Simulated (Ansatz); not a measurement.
A trace of molecular dynamics of H9NOSi2 (13 atoms, charge 0, multiplicity 1).

These are results of Ansatz 0.2.0, UKS PBE/6-31G*, not measurements.

| Property | Result |
| --- | --- |
| ensemble | NVE (velocity Verlet) |
| starting velocities drawn for | 300 K |
| seed | 3490 |

| time (fs) | T (K) | potential energy less start (eV) | conserved less start (meV/atom) |
| --- | --- | --- | --- |
| 0.0 | 300 | 0.000 | 0.00 |
| 4.0 | 189 | 0.158 | 0.07 |
| 8.0 | 134 | 0.237 | 0.08 |
| 12.0 | 81 | 0.314 | 0.14 |
| 16.0 | 210 | 0.129 | 0.10 |
| 20.0 | 422 | -0.172 | 0.10 |
| 24.0 | 455 | -0.219 | 0.08 |
| 28.0 | 754 | -0.647 | -0.16 |
| 32.0 | 698 | -0.564 | 0.10 |
| 36.0 | 1111 | -1.155 | -0.15 |
| 40.0 | 1182 | -1.254 | 0.03 |
| 44.0 | 1248 | -1.346 | 0.10 |
| 48.0 | 1247 | -1.345 | 0.11 |
| 52.0 | 1437 | -1.619 | -0.15 |
| 56.0 | 1438 | -1.619 | -0.13 |
| 60.0 | 1389 | -1.548 | 0.05 |
| 64.0 | 1381 | -1.535 | 0.08 |
| 68.0 | 1498 | -1.704 | -0.06 |
| 72.0 | 1523 | -1.740 | -0.07 |
| 76.0 | 1426 | -1.601 | 0.07 |
| 80.0 | 1390 | -1.549 | 0.11 |
| 84.0 | 1544 | -1.770 | -0.13 |
| 88.0 | 1522 | -1.739 | -0.14 |
| 92.0 | 1376 | -1.529 | 0.04 |
| 96.0 | 1368 | -1.517 | 0.09 |
| 100.0 | 1490 | -1.693 | -0.07 |

Task: Is this trajectory sound?

Result: The conserved energy stayed within 0.27 meV per atom of its start (net change -0.066 meV per atom), so the integration is sound. The kinetic energy rose, since the run started high on the potential surface and went downhill. It ends in pieces (H4Si + H5NOSi), so much of that is their flight and rotation, not heat. A run of 0.1 ps of so small a system gives no equilibrium averages. The orbitals stay closed-shell, which can raise the energy where a bond breaks towards radicals; this wasn't checked here. The time step was 0.5 fs.

Time of the run: 5.7 min on 2 threads of AMD EPYC 9R14 (Zen 4), on a shared host, peak memory 0.19 GiB.
